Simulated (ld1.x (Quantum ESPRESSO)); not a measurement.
# Configuration tests for lanthanum (TM)

La, norm-conserving Troullier–Martins (Kleinman–Bylander form), made with ld1.x (Quantum ESPRESSO) 7.5 (PBEsol, scalar-relativistic). Core [Xe], reference 4f0 5d1 6s2 6p0. Waves: 6s (bound): rc 3.90 bohr; 6p (bound, empty): rc 4.10 bohr; 4f (bound, empty): rc 1.55 bohr; 5d (bound): rc 3.25 bohr. Local part: the d channel. Core correction: Bessel-smoothed model core, default radius (core density twice the valence density).

Energies are relative to the spin-unpolarised reference configuration 4f0 5d1 6s2 6p0; without spin polarisation the order of configurations can differ from experiment. Not all tests gave a result: 2 of 7 tests not solved or not reliable. Left out of the table: 4f0 5d1 6s0 6p2 (solver errors, printed error -17.4 eV); 4f1 5d0 6s2 6p0 (solver errors, printed error -510 eV).

| valence configuration | charge | ΔE all-electron (eV) | error AE − PS (meV) |
| --- | --- | --- | --- |
| 4f0 5d1 6s1 6p0 | +1 | 5.999 | -6.4 |
| 4f0 5d1 6s1.5 6p0 | +0.5 | 2.415 | -1.3 |
| 4f0 5d1.5 6s1.5 6p0 | 0 | 0.355 | -18 |
| 4f1 5d0 6s1 6p0 | +1 | 6.226 | -835 |

Question: What are ΔE and the potential's error for 4f0 5d1 6s0 6p0?

Answer: ΔE = 16.847 eV all-electron; the error (AE − PS) is -55 meV.

Levels in the configuration 4f0 5d1 6s1 6p0:

| level | all-electron (eV) | pseudo (eV) |
| --- | --- | --- |
| 5d | -8.529 | -8.538 |
| 6s | -8.372 | -8.388 |

These tests converged, but a pseudo level misses the all-electron one widely, so the file describes the atom poorly there or has found another state: 4f1 5d0 6s1 6p0: 4f by 1.6 eV.

Note: ghost states, extra bound levels that the all-electron valence spectrum of the same l lacks: s at -20.3 eV, p at -2.19 eV. A true bound ghost makes a file unfit for plane-wave use.
